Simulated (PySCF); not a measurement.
BrGeH3Se, SMILES [GeH3][Se]Br.

The structure is a stationary point at ωB97X-D3(BJ)/def2-SVP. The structure was generated by enumeration, and PubChem lists no compound with its InChIKey, so it may never have been made.

These are TDDFT-PBE0/def2-SVPD in PySCF 2.14.0 values and carry that method's errors.

Vertical excitations. Gas-phase values at a fixed geometry.

```csv
state,energy (eV),λ (nm),f,main pairs
S1,2.64,470,0.001,HOMO→LUMO 100 %
S2,3.97,312,0.004,HOMO−1→LUMO 100 %
S3,4.79,259,0.007,HOMO→LUMO+1 95 %
S4,5.04,246,0.000,HOMO−2→LUMO 95 %
S5,5.84,212,0.014,"HOMO−3→LUMO 81 %, HOMO−4→LUMO 17 %"
S6,5.91,210,0.001,HOMO→LUMO+2 99 %
S7,6.33,196,0.044,HOMO−1→LUMO+1 85 %
S8,6.60,188,0.046,"HOMO−4→LUMO 75 %, HOMO−3→LUMO 13 %"
S9,6.62,187,0.002,HOMO−5→LUMO 98 %
S10,6.64,187,0.000,HOMO→LUMO+3 95 %
T1,1.97,630,0,HOMO→LUMO 99 %
T2,3.35,370,0,HOMO−1→LUMO 99 %
T3,4.40,282,0,"HOMO→LUMO+1 52 %, HOMO−2→LUMO 44 %"
T4,4.45,278,0,"HOMO−2→LUMO 52 %, HOMO→LUMO+1 44 %"
```
Triplets are in the Tamm–Dancoff approximation, which puts them higher than full response would, so one can lie above its singlet here.
